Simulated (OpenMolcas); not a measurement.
## Lines of Ti²⁺: computed and rescaled rates

```json
{
  "Program": "OpenMolcas 26.06",
  "Method": "SS-RASPT2, IPEA 0.25 Eh, imaginary shift 0.1 Eh (closed shells correlated: 3s)",
  "Basis": "ANO-RCC-VQZP [7s6p4d3f2g1h]",
  "Scalar Hamiltonian": "DKH2, point nucleus",
  "Active space": "8 electrons in 8 orbitals (RAS1 3p, at most 2 holes; RAS2 3d)",
  "State averaging": "2S+1 = 3 even, 10 roots; 2S+1 = 1 even, 15 roots",
  "Spin-orbit coupling": "state interaction with AMFI integrals over the reference wave functions, term energies averaged over their components"
}
```

Rates come from the transition moments of the reference wave functions (E1 and E2 in the length form). At fixed line strength A goes as λ^-3 for E1 and M1 and as λ^-5 for E2, so a rate at the computed wavelength can be rescaled to the measured one. Measured vacuum wavelengths follow from level energies in Corliss and Sugar, J. Phys. Chem. Ref. Data 8, 1 (1979). Branching counts decays inside the model space alone, at computed energies, and the table is only a selection of the E2 and M1 lines, drawn from those between levels with measured partners whose computed energy lies within a factor of 1.5 of the measured one.

| Upper | Lower | Type | λ computed (nm) | λ measured (nm) | A computed (s-1) | A rescaled (s-1) | Branching % |
| --- | --- | --- | --- | --- | --- | --- | --- |
| 3d2 1S0 | 3d2 1D2 | E2 | 439.6 | 416.6 | 4.42e+00 | 5.78e+00 | 97.0 |
| 3d2 1S0 | 3d2 3P1 | M1 | 496.5 | 457.2 | 1.18e-01 |  | 2.6 |
| 3d2 3P0 | 3d2 3F2 | E2 | 918.8 | 948.9 | 4.10e-02 | 3.49e-02 | 100.0 |
| 3d2 3P2 | 3d2 3F4 | E2 | 941.9 | 970.8 | 2.77e-02 | 2.38e-02 | 66.4 |
| 3d2 3P1 | 3d2 3F3 | E2 | 930.8 | 959.8 | 2.56e-02 | 2.20e-02 | 61.2 |
| 3d2 3P1 | 3d2 3F2 | E2 | 912.6 | 943.1 | 1.41e-02 | 1.20e-02 | 33.7 |
| 3d2 1D2 | 3d2 3F3 | M1 | 1229 | 1206 | 1.28e-02 |  | 64.6 |
| 3d2 1G4 | 3d2 3F4 | M1 | 725.9 | 715.5 | 8.96e-03 |  | 59.2 |
| 3d2 3P2 | 3d2 3F3 | E2 | 917.9 | 949.1 | 8.19e-03 | 6.93e-03 | 19.6 |
| 3d2 1D2 | 3d2 3F2 | M1 | 1198 | 1180 | 6.92e-03 |  | 35.1 |
| 3d2 1G4 | 3d2 3F3 | M1 | 711.6 | 703.6 | 5.71e-03 |  | 37.7 |
| 3d2 3P2 | 3d2 1D2 | M1 | 3624 | 4449 | 4.41e-03 |  | 10.6 |
| 3d2 3P1 | 3d2 1D2 | M1 | 3834 | 4695 | 2.08e-03 |  | 5.0 |
| 3d2 3P2 | 3d2 3F2 | E2 | 900.1 | 932.7 | 1.28e-03 | 1.07e-03 | 3.1 |
| 3d2 3F4 | 3d2 3F3 | M1 | 35990 | 42460 | 4.36e-04 | 2.66e-04 | 100.0 |
| 3d2 1G4 | 3d2 1D2 | E2 | 1689 | 1688 | 4.29e-04 | 4.30e-04 | 2.8 |
| 3d2 3F3 | 3d2 3F2 | M1 | 46530 | 54080 | 2.56e-04 | 1.63e-04 | 100.0 |

Spin-changing lines and M1 lines between different terms are not rescaled, since their strength hangs on the term gaps too.

The largest correction is for 3d2 3F4 → 3d2 3F3 (M1): 4.36e-04 × (35990 / 42460)^3 = 2.66e-04 s-1, a factor of 0.61.

These are rates of the free ion; in crystals, glasses and complexes forced electric-dipole and non-radiative decay shorten such lifetimes by orders of magnitude. No measured rate stands beside these. Rescaling mends the energy factor alone: line strengths can still be far off where a level mixes with configurations outside the active space, and weak or spin-changing lines hang on small mixing coefficients that depend on the term gaps too, so rescaling need not improve them.

CASPT2 does not keep the components of a term degenerate, so their means are used; among the terms shown or strongly mixed into the levels shown the widest spread is 450 cm-1 (3d2 3F). Active for correlation alone: 3p; no level in the range computed is led by a configuration that opens it, so any true level of that kind is missing. Computed and measured levels are paired by configuration, term and J; levels that our copy of the source lacks, or whose pairing is in doubt (as where it misses far off the trend of its configuration), stay unpaired. Levels of configurations outside the active space are missing.
